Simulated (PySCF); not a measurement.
**Frontier orbitals and the lowest excitations**

C₃H₉FO₂Si₂.
Z-matrix (Å and degrees, GFN2-xTB geometry), rows numbered from 1:
```
F 
C   1  1.3498
C   2  1.3236  1  122.01
O   3  1.3349  2  127.03  1    -0.13
Si  4  1.6423  3  130.40  2     0.55
C   5  1.9031  4   98.94  3   179.52
O   6  1.4018  5  113.28  4   172.23
Si  7  1.6114  6  130.93  5    60.65
H   2  1.0762  1  112.95  3   179.98
H   3  1.0824  2  119.18  1  -179.99
H   5  1.4605  4  111.39  3   -62.88
H   5  1.4619  4  110.35  3    62.09
H   6  1.0952  5  110.69  4    52.82
H   6  1.0968  5  110.51  4   -65.19
H   8  1.4653  7  111.98  6   -64.35
H   8  1.4675  7  111.77  6    56.75
H   8  1.4541  7   98.73  6   175.76
```

Theory: TDDFT wB97X-D/def2-SVPD, vertical, gas phase, core orbitals frozen in the response in PySCF.

Frontier orbitals with the atoms that hold most of them (Löwdin shares over 4%, at most four atoms; ? is withheld):

```
orbital  ε (eV)                              atoms
 HOMO-3  -11.53  Si5 20%, H11 19%, O4 11%, Si8 10%
 HOMO-2  -10.49   O7 44%, Si8 14%, C6 12%, H16 10%
 HOMO-1   -9.53    O7 39%, C6 19%, Si5 12%, Si8 8%
   HOMO       ?                                  ?
   LUMO    1.48                                  ?
 LUMO+1    1.96     Si5 30%, C3 10%, Si8 9%, C2 9%
 LUMO+2    2.33   Si8 45%, H15 10%, H16 9%, H17 7%
```

Q: Give the leading atoms of the LUMO.

A: Si8 (bonded to O and 3 H) 21%; Si5 (bonded to C, O and 2 H) 15%; H15 (bonded to Si) 9%; O7 (bonded to C and Si) 8%. By element: silicon 36%, hydrogen 9% or more, oxygen 8% or more.

Q: Which atoms hold the HOMO, and with what shares?

A: C2 (bonded to C, F and H) 31%; C3 (bonded to C, O and H) 25%; O4 (bonded to C and Si) 22%; F1 (bonded to C) 13%. By element: carbon 56% or more, oxygen 22% or more, fluorine 13%.

Q: What is the HOMO energy, and the HOMO–LUMO gap?

A: ε(HOMO) = -8.94 eV; the gap is 10.42 eV (0.3831 hartree).

Q: How does S1 compare with the orbital gap of 10.42 eV?

A: S1 is at 6.20 eV (f = 0.013), 4.23 eV below the gap, made of HOMO→LUMO (51%), HOMO→LUMO+1 (30%). Without the coupling terms of the response equations the lowest excitation would equal the gap.

Q: Give energy, strength and leading configuration of S2 and S5, and follow the Löwdin shares of the leading atoms from the occupied to the empty orbital.

A: 
- S2 (6.35 eV, f 0.0066), HOMO-1→LUMO (92%): O7 39% → 8%, C6 19% → at most 8%, Si8 8% → 21%, Si5 12% → 15%
- S5 (7.31 eV, f 0.041), HOMO-2→LUMO (78%): O7 44% → 8%, Si8 14% → 21%, Si5 at most 11% → 15%

One conformer stands for the species.
